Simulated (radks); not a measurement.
Results of a calculation; reference values are marked as such.
Species: neutral gold. Configuration: [Xe] 4f13 5d10 6s1 6p1 (not the ground configuration). Level of theory: scalar-relativistic Kohn-Sham, r2SCAN, spin-polarised, spherical densities, finite nucleus; open shells are filled with parallel spins first (spin-orbit coupling, left out, can overturn this in heavy ions); meta-GGA in the generalised Kohn-Sham scheme; Fermi nuclear charge, rms radius 5.4371 fm (a radial shooting solver on a logarithmic mesh with Libxc functionals).

X-ray form factor f0, the Fourier transform of the density (f0(0) = 79):

sin(theta)/lambda (1/angstrom)  f0 (electrons)
0.05                                    77.784
0.1                                     74.790
0.15                                    70.998
0.2                                     66.956
0.25                                    62.940
0.3                                     59.106
0.4                                     52.264
0.5                                     46.590
0.6                                     41.891
0.8                                     34.414
1                                       28.503
1.25                                    22.831
1.5                                     18.942
2                                       14.709
